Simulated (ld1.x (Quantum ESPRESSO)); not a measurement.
## Xe, TM semilocal: configuration errors across variants

Xe, norm-conserving Troullier–Martins (semilocal form), made with ld1.x (Quantum ESPRESSO) 7.5 (PBEsol, scalar-relativistic). Core [Kr] 4d10, reference 5s2 5p6. Waves: 5p (bound): rc 1.75 bohr; 5d channel at 0.35 Ry: rc 1.70 bohr; 5s (bound): rc 1.25 bohr. Local part: the s channel. Core correction: a·sin(br)/r model core inside 1.10 bohr.

All-electron excitation energies from the reference (eV): (1) 5s2 5p5 12.551; (2) 5s2 5p4 34.331; (3) 5s2 5p3 66.102; (4) 5s1 5p6 24.728; (5) 5s2 5p2 108.485; (6) 5s2 5p5.5 5.177.

In the semilocal form every listed channel keeps its own potential, so the choice of the local channel does not act on these tests. It acts once the file is put into the separable form.

A semilocal file is local in each channel, so a ghost entry of none says nothing of the separable form that plane-wave codes build from it.

1 further variants failed, have other tests or too few solved ones, and are left out.

A true bound ghost makes a file unfit for plane-wave use even where its test errors are small: the radial tests pick states by their node count and pass the ghost by.

Errors AE − PS in meV (a dash: test not solved or not reliable):

| change | (1) | (2) | (3) | (4) | (5) | (6) | bound ghosts |
| --- | --- | --- | --- | --- | --- | --- | --- |
| base | -1.5 | 0.0 | +3.6 | -21 | +3.1 | -1.1 | none |
| form changed from semilocal to separable (Kleinman–Bylander), still TM | -4.3 | -13 | -27 | -33 | -46 | -1.7 | p, d |
| wave 5d channel at 0.35 Ry: rc 1.70 bohr becomes 5d channel at 2.67 Ry: rc 1.70 bohr | -1.5 | 0.0 | +3.6 | -21 | +3.1 | -1.1 | none |
| wave 5d channel at 0.35 Ry: rc 1.70 bohr becomes 5d channel at 0.35 Ry: rc 2.58 bohr | -1.5 | 0.0 | +3.6 | -21 | +3.1 | -1.1 | none |
| core correction a·sin(br)/r model core inside 1.22 bohr | -1.5 | +0.3 | +4.5 | -20 | +5.4 | -1.0 | none |
| wave 5s (bound): rc 1.25 bohr becomes 5s (bound): rc 1.40 bohr | -2.1 | -4.1 | -12 | -12 | -42 | -1.1 | none |

Problem. Give the same row for: wave 5p (bound): rc 1.75 bohr becomes 5p (bound): rc 2.34 bohr.

Solution. -0.5, +2.9, +4.6, -11, -12, -0.8; bound ghosts: none.
